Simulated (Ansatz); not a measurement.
System: BaCl2, charge 0, singlet. BaCl2 (SMILES [Cl][Ba][Cl]).
B3LYP-D3(BJ)/def2-TZVP minimum from Ansatz (a quantum-chemistry and plane-wave program):
```
Ba
Cl 1 2.7413
Cl 1 2.7413 2 127.36
```
Charge 0, spin multiplicity 1.

Total energies in hartree (Ansatz). Open shells are spin-unrestricted; no spin-orbit coupling. Correlated methods leave the cores frozen (noble-gas shells, and filled d and f shells in the p block). Past Kr the def2 sets carry scalar-relativistic core potentials. Where a partner has so few electrons that a lower coupled-cluster level is exact, that level stands in. The restricted determinant of Ba ([Ba], singlet) is unstable towards broken spin symmetry in at least one set run.

```tsv
species	HF/def2-TZVPP	CCSD(T)/def2-TZVPP	HF/def2-QZVPP	CCSD(T)/def2-QZVPP	CCSDT(Q)/def2-TZVPP
1: BaCl2 (SMILES [Cl][Ba][Cl])	-944.33485	-944.78579	-944.36555	-944.86456	-944.78726
2: Ba (singlet)	-25.09489	-25.11689	-25.09522	-25.11905	-25.11689
3: Cl (doublet)	-459.47685	-459.66464	-459.48954	-459.69535	-459.66548
```

### Question
Work out the atomisation energy (electronic, to ground-state atoms) in kcal/mol: take Hartree-Fock from def2-QZVPP, extrapolate the CCSD(T) correlation energy as X^-3 (X = 3, 4), and add CCSDT(Q) - CCSD(T) in def2-TZVPP. 1 hartree = 627.51 kcal/mol.

### Answer

Species 1: correlation (64·(-0.49901) - 27·(-0.45094))/37 = -0.53409; step -0.00147; E1 = -944.36555 + (-0.53409) + (-0.00147) = -944.90111
Species 2: correlation (64·(-0.02383) - 27·(-0.02200))/37 = -0.02517; step +0.00000; E2 = -25.09522 + (-0.02517) + (+0.00000) = -25.12039
Species 3: correlation (64·(-0.20581) - 27·(-0.18779))/37 = -0.21896; step -0.00084; E3 = -459.48954 + (-0.21896) + (-0.00084) = -459.70934
-1·E1 +1·E2 +2·E3 = 0.36204 hartree = 227.2 kcal/mol.
